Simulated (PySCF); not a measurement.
CHBBrF3O.
SMILES with atom numbers: `[F:1][C:2]([F:3])([F:4])[O:5][BH:6][Br:7]` (hydrogens: H8 on B6)

Method used: PySCF 2.14.0, PBE0-D3(BJ)/def2-SVP geometry optimisation, gas phase.

**Question.** List the bond lengths, angles and torsions at this level.

**Answer.** 
```json
{"bond": "F1–C2, C2–F3", "length (bohr)": "2.508", "order": "single"}
{"bond": "C2–F4", "length (bohr)": "2.486", "order": "single"}
{"bond": "C2–O5", "length (bohr)": "2.566", "order": "single"}
{"bond": "O5–B6", "length (bohr)": "2.575", "order": "single"}
{"bond": "B6–Br7", "length (bohr)": "3.579", "order": "single"}
{"bond": "B6–H8", "length (bohr)": "2.267", "order": "single"}
```

Bonds in one row agree within 0.02 bohr and their mean is given. Orders are formal, as drawn. A selection of angles:
```json
{"angle": "F1–C2–F3", "degrees": "108.2"}
{"angle": "F1–C2–F4", "degrees": "108.9"}
{"angle": "F1–C2–O5", "degrees": "111.1"}
{"angle": "F4–C2–O5", "degrees": "108.5"}
{"angle": "C2–O5–B6", "degrees": "121.7"}
{"angle": "O5–B6–Br7", "degrees": "117.2"}
{"angle": "O5–B6–H8", "degrees": "122.1"}
{"angle": "Br7–B6–H8", "degrees": "120.7"}
```

Torsions: F1–C2–O5–B6 61° (synclinal); C2–O5–B6–Br7 180° (antiperiplanar).

O5 (boron-bound oxygen) is bent (angle 121.7°). B6 (three-coordinate boron) is planar (angles 122.1°, 120.7° and 117.2°, sum 360.0°, 0.00 Å off the plane of its three neighbours).

Point group: Cs (tolerance 0.08 Å). No PBE0-D3(BJ)/def2-SVP frequencies stand behind this structure, so it isn't proved a minimum. The numbers are those of one conformer.

Time: 49 s of wall time; peak memory 0.50 GiB. Hardware: one thread, Arm Neoverse V1 (aarch64), no GPU, shared host with 32 logical CPUs at a one-minute load of 26. This is the geometry optimisation.
